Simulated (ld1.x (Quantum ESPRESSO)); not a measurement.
**Varying the ultrasoft potential for aluminium**

Base potential:

- Element: Al
- Generator: ld1.x (Quantum ESPRESSO) 7.5
- Type: ultrasoft
- Functional: PBEsol
- Relativity: scalar-relativistic
- Frozen core: [Ne]
- Valence charge: 3
- Reference configuration: 3s2 3p1
- Partial waves: 3s (bound): rcut 2.00, rcutus 2.30 bohr; 3s channel at 1.25 Ry: rcut 2.00, rcutus 2.30 bohr; 3p (bound): rcut 2.10, rcutus 2.75 bohr; 3p channel at 0.35 Ry: rcut 2.10, rcutus 2.75 bohr; 3d channel at -0.05 Ry: rcut 2.05, rcutus 2.80 bohr
- Local potential: all-electron potential smoothed inside 1.85 bohr (lloc = -1)
- Core correction: none
- Augmentation charge: PSQ, radius 1.90 bohr

Cutoffs, loose and tight: the cutoffs (Ry, on a coarse ladder) from which the occupation-weighted sum of valence levels, in a spherical-Bessel basis at the reference potential, stays within 10 and 1 mRy of its value at 400 Ry. They do not see the model core or the augmentation charge, which bear on the density cutoff. Test errors are all-electron minus pseudo excitation energies from the reference, over the configurations 3s2 3p0; 3s1 3p0; 3s2 3p0.5; 3s1 3p1; 3s0 3p3; 3s2 3p1.3; 3s1 3p2. A dash means not determined; rows that change the core or the reference have their own tests. The largest error is taken over the tests solved by every variant that gives reliable tests at all: 3s0 3p3; 3s1 3p1; 3s1 3p2; 3s2 3p0.5.

| change | outcome | cutoff, loose | cutoff, tight | bound ghosts | largest test error (meV) |
| --- | --- | --- | --- | --- | --- |
| base | generated | 6 Ry | 8 Ry | none | +13 |
| waves 3s (bound): rcut 1.46, rcutus 1.54 bohr; 3s channel at 1.25 Ry: rcut 1.46, rcutus 1.54 bohr | failed: chargeps: negative rho | – | – | – | – |
| waves 3s (bound): rcut 2.00, rcutus 2.16 bohr; 3s channel at 1.25 Ry: rcut 2.00, rcutus 2.16 bohr | generated | 6 Ry | 8 Ry | none | +11 |
| waves 3s (bound): rcut 2.00, rcutus 2.52 bohr; 3s channel at 1.25 Ry: rcut 2.00, rcutus 2.52 bohr | generated | 6 Ry | 8 Ry | none | +18 |
| waves 3s (bound): rcut 2.00, rcutus 2.72 bohr; 3s channel at 1.25 Ry: rcut 2.00, rcutus 2.72 bohr | generated | 6 Ry | 8 Ry | none | +24 |
| waves 3s (bound): rcut 2.00, rcutus 2.96 bohr; 3s channel at 1.25 Ry: rcut 2.00, rcutus 2.96 bohr | generated | 6 Ry | 8 Ry | none | test run stopped at test 1 of 7 (negative rho) |
| waves 3s (bound): rcut 2.00, rcutus 3.26 bohr; 3s channel at 1.25 Ry: rcut 2.00, rcutus 3.26 bohr | generated | 6 Ry | 8 Ry | none | +59 |
| waves 3s (bound): rcut 2.00, rcutus 3.50 bohr; 3s channel at 1.25 Ry: rcut 2.00, rcutus 3.50 bohr | failed: chargeps: negative rho | – | – | – | – |

**Question.** What comes out with this change to the base: waves 3s (bound): rcut 1.86, rcutus 1.98 bohr; 3s channel at 1.25 Ry: rcut 1.86, rcutus 1.98 bohr?

**Answer.** outcome: generated; cutoff, loose: 8 Ry; cutoff, tight: 10 Ry; bound ghosts: none; largest test error (meV): +9.7.

**Question.** What comes out with this change to the base: waves 3s (bound): rcut 1.64, rcutus 1.74 bohr; 3s channel at 1.25 Ry: rcut 1.64, rcutus 1.74 bohr?

**Answer.** outcome: generated; cutoff, loose: 10 Ry; cutoff, tight: 15 Ry; bound ghosts: none; largest test error (meV): test run stopped at test 1 of 7 (negative rho).

Reading the sweep of the s radius (base included, trends over the rows without a ghost): The loose cutoff falls from 10 Ry at 1.74 to 6 Ry at 3.26 bohr. A larger radius leaves more room for a smooth pseudo-wave, so fewer plane waves are needed; a smaller one forces it to follow the all-electron wave where it bends sharply. The median size of the test errors (rows with all tests solved) rises from 2.8 meV at 1.98 to 3.8 meV at 2.52 bohr. More of the atom is replaced by a form fitted at one configuration, so other configurations suffer as the radius grows. The generation fails at 1.54, 3.5 bohr.
